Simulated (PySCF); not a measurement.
## From computed data to an observable: oscillator strength and radiative lifetime

C₄H₁₀O₂Zn₂, SMILES [CH3][Zn][O]CC[O][Zn][CH3].

Geometry: B3LYP-D3(BJ)/def2-SVP. The values are those of a single conformer.

PySCF with TDA-PBE/def2-SVP puts the first singlet state with f over 0.02 at 4.68 eV (vertical), with the transition dipole (0.527, -0.012, 0.013) in atomic units.

### Question
Find the oscillator strength, the wavelength and the radiative lifetime that this transition would have in vacuum if emission retraced absorption.

### Answer

|μ|² = 0.2780 au, so |μ| = 1.34 D. ΔE = 4.68/27.211 = 0.1720 hartree. f = (2/3) ΔE |μ|² = 0.032 (the program prints 0.032).
λ = 1239.84/4.68 = 265 nm; ν = 37747 cm⁻¹.
Einstein's coefficient A = 0.6670 ν² f s⁻¹ (ν in cm⁻¹) = 3.0e7 s⁻¹, so τ = 1/A = 33 ns. This state is S4; the lower singlets have f = 0.002, 0.005, 0.001. The figure is the radiative limit of this one transition; relaxation, internal conversion, crossing to triplets and a medium change what is measured.
